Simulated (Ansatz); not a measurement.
```xyz
3

Re    0.0000    0.0000    0.0000
F     0.0000    0.0000    1.7940
F     0.0000    1.1532   -1.3743
```

Basis set: pcseg-2 on F; def2-TZVPP on Re. Charge 0. Computed with Ansatz (development build ahead of 0.2.0); the lowest solution found for each multiplicity.

How do the multiplicities compare at this shape? Give, from the lowest of each method, PBE (unrestricted) for 2, 6.

```
           method  multiplicity  E (eV)  <S²>
PBE, unrestricted             2   0.000  1.47
PBE, unrestricted             6   0.110  8.76
```

Caution: other spin multiplicities may lie lower. Caution for PBE, unrestricted: the unrestricted determinant is spin contaminated.
